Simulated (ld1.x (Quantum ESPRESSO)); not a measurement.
**Which change was made? (Be, TM semilocal)**

- Element: beryllium (Be)
- Generator: ld1.x (Quantum ESPRESSO) 7.5
- Type: norm-conserving Troullier–Martins (semilocal form)
- Functional: PBE
- Relativity: scalar-relativistic
- Frozen core: [He]
- Valence charge: 2
- Reference configuration: 2s2 2p0
- Partial waves: 2s (bound): rc 2.20 bohr; 3d channel at 0.05 Ry: rc 3.35 bohr; 2p (bound, empty): rc 4.20 bohr
- Local potential: the p channel
- Core correction: none

Cutoffs, loose and tight: the cutoffs (Ry, on a coarse ladder) from which the occupation-weighted sum of valence levels, in a spherical-Bessel basis at the reference potential, stays within 10 and 1 mRy of its value at 400 Ry. They do not see the model core or the augmentation charge, which bear on the density cutoff. Test errors are all-electron minus pseudo excitation energies from the reference, over the configurations 2s1 2p0; 2s1.5 2p0; 2s1 2p1; 2s0 2p2; 2s0 2p1; variants that change the core or the reference have their own tests.

The base gives: outcome: generated; cutoff, loose: 8 Ry; cutoff, tight: 21 Ry; bound ghosts: none; largest test error (meV): -194.

Task: After one change the result is: outcome: generated; cutoff, loose: 8 Ry; cutoff, tight: 21 Ry; bound ghosts: d; largest test error (meV): -194. Which change was it?
A. wave 2p (bound): rc 4.20 bohr becomes 2p (bound): rc 6.20 bohr
B. reference 2s1 2p0
C. wave 3d channel at 0.05 Ry: rc 3.35 bohr becomes 3d channel at 5.35 Ry: rc 3.35 bohr
D. wave 2s (bound): rc 2.20 bohr becomes 2s (bound): rc 2.00 bohr

Result: C. The others give: wave 2s (bound): rc 2.20 bohr becomes 2s (bound): rc 2.00 bohr → outcome: generated; cutoff, loose: 10 Ry; cutoff, tight: 25 Ry; bound ghosts: none; largest test error (meV): -191 | reference 2s1 2p0 → outcome: generated; cutoff, loose: 8 Ry; cutoff, tight: 12 Ry; bound ghosts: none; largest test error (meV): +133 | wave 2p (bound): rc 4.20 bohr becomes 2p (bound): rc 6.20 bohr → outcome: generated; cutoff, loose: 8 Ry; cutoff, tight: 21 Ry; bound ghosts: none; largest test error (meV): -517.
